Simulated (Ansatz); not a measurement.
Mulliken charges of AlB2ClH4Si, SMILES `[SiH3][B]1[AlH][B]1Cl` from r2SCAN/def2-TZVPP in Ansatz (PBE0-D4/def2-TZVP geometry).

| atom | x (Å) | y (Å) | z (Å) | charge (e) |
| --- | --- | --- | --- | --- |
| Si1 | -0.825 | -0.995 | -0.821 | 0.209 |
| B2 | -0.288 | 0.850 | -0.595 | -0.082 |
| Al3 | 0.750 | 0.035 | 0.929 | 0.185 |
| B4 | 0.385 | 2.043 | -0.029 | 0.075 |
| Cl5 | 1.124 | 3.471 | 0.564 | -0.095 |
| H6 | -2.227 | -1.386 | -0.525 | -0.055 |
| H7 | -0.041 | -1.694 | 0.350 | -0.092 |
| H8 | -0.344 | -1.753 | -2.005 | -0.055 |
| H9 | 1.554 | -0.617 | 2.114 | -0.090 |

By hand: the dipole of these point charges (1 e Å = 4.8032 D).

Σ q r = (-0.083, -0.064, -0.090) e Å, of length 0.138 e Å = 0.66 D.

How does the dipole of the full density compare? (Best estimate.)

Computed: (0.077, -0.378, 0.192) e Å, 2.07 D; the point charges give 0.32 times that, at 89° from its direction.

Point charges leave out the atoms' own dipoles, such as those of lone pairs, and Mulliken's split depends on the basis, so the two needn't agree.
